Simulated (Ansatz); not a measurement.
C3HF5 (`FC(F)=C(F)C(F)F`). Total charge 0; spin multiplicity 1.

```xyz
9

F     0.0242   -0.8495   -1.8964
C    -0.6440    0.0491   -1.2169
F    -1.5911    0.5927   -1.9265
C    -0.3814    0.3626    0.0436
F    -1.1111    1.2885    0.6584
C     0.7009   -0.2626    0.8451
F     1.5691    0.6839    1.2766
F     0.1827   -0.8547    1.9483
H     1.2507   -1.0101    0.2678
```

Problem. What are the harmonic wavenumbers in cm⁻¹ at PBE0-D4/def2-TZVP (Ansatz, finite differences of forces, unscaled)? (Best estimate.)

Solution. The calculation gave: 59, 127, 173, 255, 260, 365, 511, 534, 576, 670, 675, 866, 1092, 1107, 1172, 1333, 1359, 1376, 1445, 1863, 3113.

Problem. Is this a minimum?

Solution. Yes, all 21 modes are real.

Problem. Give the ideal-gas thermochemistry at 298.15 K and 1 bar (rigid rotor, harmonic oscillator; point group Cs, symmetry number 1).

Solution. Zero-point energy 113.2 kJ/mol; H(298) − E = 134.7 kJ/mol; entropy 360.8 J/(mol·K), of which translation 169.8, rotation 119.3, vibration 71.7; G(298) − E = 27.1 kJ/mol. Modes under 100 cm⁻¹ are hindered rotations or soft bends, so the harmonic entropy is rough.

Problem. Rotational constants (cm⁻¹)?

Solution. 0.1114, 0.0448, 0.03853.
